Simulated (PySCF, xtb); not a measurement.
Si(H)3(NiPr2) (C₆H₁₇NSi), SMILES CC(C)N([SiH3])C(C)C.

xtb 6.7.1 with GFN2-xTB at its own geometry gives an orbital gap of 4.88 eV and a dipole moment of 1.22 D.

Geometry optimised at r2SCAN-D4/def2-SVP. The isomer is the one that the SMILES or the coordinates give; other isomers of the formula were not compared. The values are those of a single conformer.

Problem. What does HF/def2-SVP (PySCF) give? (An estimate is asked for; the answer gives what the named calculation found.)

Solution. gap 13.63 eV (levels -9.43 and 4.21 eV), dipole 1.18 D.
